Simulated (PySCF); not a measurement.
A geometry optimisation, step by step.

F2OSe.
SMILES with atom numbers: `[O:1]=[Se:2]([F:3])[F:4]`

Computed by this run: PySCF 2.14.0, PBE0-D3(BJ)/def2-SVP geometry optimisation, gas phase; density fitting, grid level 1; the optimiser is geomeTRIC in internal coordinates, started from a GFN2-xTB structure with every atom displaced at random (about 0.01 Å). The frame can shift and turn from step to step; on so coarse a grid that alone can change the energy by a few meV, and forces under 0.02 eV/Å are noise.

Step 0: E = -72799.5814 eV, largest atomic force 6.503 eV/Å
```
atom  x, y, z in Å  |  force x, y, z in eV/Å
O1     -0.213    1.419   -0.204   -0.858   5.117  -2.755
Se2    -0.032    0.169    0.603    1.283  -6.285   1.069
F3      1.394   -0.600   -0.218   -0.950   0.503   0.940
F4     -1.111   -1.014   -0.214    0.525   0.665   0.746
```

Step 1: E = -72799.7412 eV, largest atomic force 3.658 eV/Å
```
atom  x, y, z in Å  |  force x, y, z in eV/Å
O1      0.194    1.493   -0.390    0.451  -1.831   0.647
Se2     0.325    0.115    0.450   -0.691   3.489   0.857
F3      0.821   -1.160   -0.522    0.723  -1.395  -1.613
F4     -1.301   -0.474    0.429   -0.483  -0.263   0.109
```

Step 2: E = -72799.8980 eV, largest atomic force 0.889 eV/Å
```
atom  x, y, z in Å  |  force x, y, z in eV/Å
O1      0.225    1.459   -0.409    0.158  -0.752   0.447
Se2     0.297    0.142    0.486   -0.165   0.625  -0.549
F3      0.853   -1.149   -0.563   -0.014   0.167   0.035
F4     -1.337   -0.478    0.453    0.020  -0.040   0.067
```

Step 3: E = -72799.9087 eV, largest atomic force 0.088 eV/Å
```
atom  x, y, z in Å  |  force x, y, z in eV/Å
O1      0.244    1.443   -0.415   -0.011  -0.064   0.043
Se2     0.284    0.146    0.487    0.047   0.023  -0.071
F3      0.856   -1.130   -0.569   -0.029   0.042   0.041
F4     -1.346   -0.485    0.464   -0.007  -0.002  -0.013
```

Step 4: E = -72799.9088 eV, largest atomic force 0.024 eV/Å
```
atom  x, y, z in Å  |  force x, y, z in eV/Å
O1      0.243    1.442   -0.415    0.000   0.002   0.009
Se2     0.286    0.146    0.487    0.000  -0.006  -0.023
F3      0.854   -1.129   -0.568    0.000   0.004   0.012
F4     -1.345   -0.485    0.462    0.001   0.000   0.002
```

Q: Summarise the path.

A: The energy falls by 31.59 kJ/mol from step 0 to step 4; nine tenths of that is first reached at step 2. It falls at every step. The largest force goes from 6.503 to 0.024 eV/Å. Among the bonds O1=Se2 changes most, from 1.498 to 1.579 Å; the atoms move by 0.050 Å rms after alignment.

Q: Follow the three bonds and two angles with the largest change from start to end.

A: 
```json
{"step": "0", "E above end (kJ/mol)": "31.59", "largest force (eV/Å)": "6.503", "O1=Se2 (Å)": "1.498", "Se2–F3 (Å)": "1.816", "Se2–F4 (Å)": "1.798", "O1–Se2–F3 (°)": "101.8", "F3–Se2–F4 (°)": "89.2"}
{"step": "1", "E above end (kJ/mol)": "16.17", "largest force (eV/Å)": "3.658", "O1=Se2 (Å)": "1.619", "Se2–F3 (Å)": "1.679", "Se2–F4 (Å)": "1.730", "O1–Se2–F3 (°)": "111.7", "F3–Se2–F4 (°)": "90.7"}
{"step": "2", "E above end (kJ/mol)": "1.04", "largest force (eV/Å)": "0.889", "O1=Se2 (Å)": "1.595", "Se2–F3 (Å)": "1.755", "Se2–F4 (Å)": "1.748", "O1–Se2–F3 (°)": "106.6", "F3–Se2–F4 (°)": "91.4"}
{"step": "3", "E above end (kJ/mol)": "0.02", "largest force (eV/Å)": "0.088", "O1=Se2 (Å)": "1.580", "Se2–F3 (Å)": "1.752", "Se2–F4 (Å)": "1.748", "O1–Se2–F3 (°)": "105.2", "F3–Se2–F4 (°)": "91.9"}
{"step": "4", "E above end (kJ/mol)": "0.00", "largest force (eV/Å)": "0.024", "O1=Se2 (Å)": "1.579", "Se2–F3 (Å)": "1.749", "Se2–F4 (Å)": "1.749", "O1–Se2–F3 (°)": "105.2", "F3–Se2–F4 (°)": "91.8"}
```

What follows is the cost of the whole optimisation. Hardware: an Arm Neoverse N1 with one thread, no GPU, shared host with 64 logical CPUs at a one-minute load of 54. Cost: 15 s of wall time, 0.32 GiB resident at most.
